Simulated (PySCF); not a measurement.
# [Sm(H2O)2]3+ at several levels of theory

Computed with PySCF 2.14.0 (density fitting, no spin-orbit coupling) at the geometry relaxed with PBE0:

```xyz
7
[Sm(H2O)2]3+ (singlet in the valence; each metal's 4f electrons, 5 of them, lie in its core potential, out of spins and levels)
Sm   -0.7125    0.9225    0.0230
O     0.1339   -0.1615    1.8301
H     0.8670    0.1269    2.4354
H    -0.1620   -1.0162    2.2395
O     0.0643   -0.1184   -1.8356
H     0.6822   -0.8918   -1.9053
H    -0.1267    0.0935   -2.7872
```

| level | basis | state | HOMO (eV) | gap (eV) | charge on Sm1 (e) | population of f-type functions on Sm1 (polarisation alone where 4f lies in the core) | dipole about the centre of mass (D) | largest force component (eV/Å) |
| --- | --- | --- | --- | --- | --- | --- | --- | --- |
| PBE0 | Sm lcecp-1-SVP with ECP51, O def2-SVP, H def2-SVP | singlet | -26.37 | 7.85 | 2.25 | 0.04 | 3.01 | 0.02 |
| TPSS | the same | singlet | -24.67 | 5.43 | 2.19 | 0.04 | 3.23 | 0.41 |
| PBE0 | Sm lcecp-1-TZVP with ECP51, O def2-TZVP, H def2-TZVP | singlet | -26.35 | 7.93 | 2.40 | 0.05 | 3.05 | 0.27 |

In the lcecp rows the 4f levels are missing from HOMO and gap, and the state counts the valence alone.

Charges are Mulliken's, which hang on the basis. The relaxation used the grid (50, 194), these runs (75, 302) or, all-electron (x2c bases, spin-free X2C Hamiltonian), (99, 590).

Problem. What does wB97X with Sm lcecp-1-SVP with ECP51, O def2-SVP, H def2-SVP give here?

Solution. state singlet, HOMO (eV) -28.86, gap (eV) 12.81, charge on Sm1 (e) 2.28, population of f-type functions on Sm1 (polarisation alone where 4f lies in the core) 0.04, dipole about the centre of mass (D) 2.79, largest force component (eV/Å) 0.15. Time: 5.1 s on 2 threads of Intel(R) Xeon(R) Platinum 8488C (Sapphire Rapids) (shared host), from an already converged density.

In the first row's basis the gap widens with exact exchange: 5.4 eV for TPSS (none); 7.9 eV for PBE0 (a fixed share); 12.8 eV for wB97X (rising or full at long range).

A frequency check found unstable modes (1, the lowest at -41 cm⁻¹), so the relaxed geometry is probably a saddle point. An lcecp potential fixes the number of 4f electrons, so in runs with it no electron can move into or out of that shell.
